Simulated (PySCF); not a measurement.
# NaPb: energy against distance

Set-up: PySCF, scalar-relativistic core potentials, basis sets Na cc-pVDZ, Pb cc-pVDZ-PP with ECP60. Energies in eV from Na + Pb in their ground configurations at the same level. State: ⁴Σ⁻ (quartet), unpaired electrons σ ↑, π ↑↑.

All columns are PBEsol. A positive dipole means Na(−)Pb(+).

```csv
R (Å),E (eV),μ (D),Mulliken charge on Na (basis-dependent),HOMO (eV),LUMO (eV),Mayer bond order,⟨S²⟩
2.566,-0.938,-5.15,0.25,-3.46,-2.84,1.15,3.75
2.686,-1.083,-5.41,0.23,-3.38,-2.84,1.13,3.75
2.805,-1.162,-5.65,0.22,-3.31,-2.85,1.10,3.75
2.894,-1.189,-5.82,0.22,-3.26,-2.85,1.07,3.75
2.984,-1.196,-5.98,0.23,-3.22,-2.85,1.04,3.75
3.074,-1.187,-6.14,0.23,-3.18,-2.84,1.01,3.75
3.193,-1.156,-6.33,0.25,-3.13,-2.84,0.96,3.75
3.342,-1.097,-6.54,0.26,-3.08,-2.83,0.91,3.75
3.521,-1.008,-6.73,0.28,-3.03,-2.83,0.85,3.75
3.760,-0.878,-6.91,0.29,-2.99,-2.82,0.77,3.75
```

A fit through these points gives, at Re = 2.974 Å, μ = -5.97 D and dμ/dR = -1.78 D/Å; the reduced mass is 20.7 u.

**Question.** How strong is the fundamental in the double-harmonic approximation, I = 42.26·(dμ/dR)²/μred km/mol?

**Answer.** I = 42.26·(-1.78)²/20.7 = 6.47 km/mol at PBEsol.

Spin–orbit coupling is left out, which matters for elements this heavy, above all for dissociation energies. The state is the lowest determinant that a PBE0 search found; another state may lie lower at other levels.
